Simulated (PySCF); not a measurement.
**B⁺: excitation energy**

B⁺ [He] 2s2 (1S) → B⁺ [He] 2s1 3d1 (3D), as a difference of total energies. Computed with PySCF 2.14 in aug-cc-pVQZ-DK (6s5p4d3f2g, 80 functions), with scalar relativity by spin-free X2C-1e. Correlated levels: valence: 1s2 frozen. The calculations carry no spin-orbit coupling.

```tsv
method	excitation energy (eV)
UHF	17.207
LDA	17.551
PBE	17.450
PBE0	17.606
r2SCAN	17.449
M06	17.454
PW91	17.510
LC-wPBE	18.110
B2PLYP	17.998
MP2 (valence)	18.145
SCS-MP2 (valence)	18.417
```

Question: How much does correlation contribute at MP2 (valence)?

Answer: 18.145 − (17.207) = 0.938 eV, measured against UHF.

The promoted electron is Rydberg-like, and one or two diffuse shells describe it only roughly, which tends to raise the upper state.
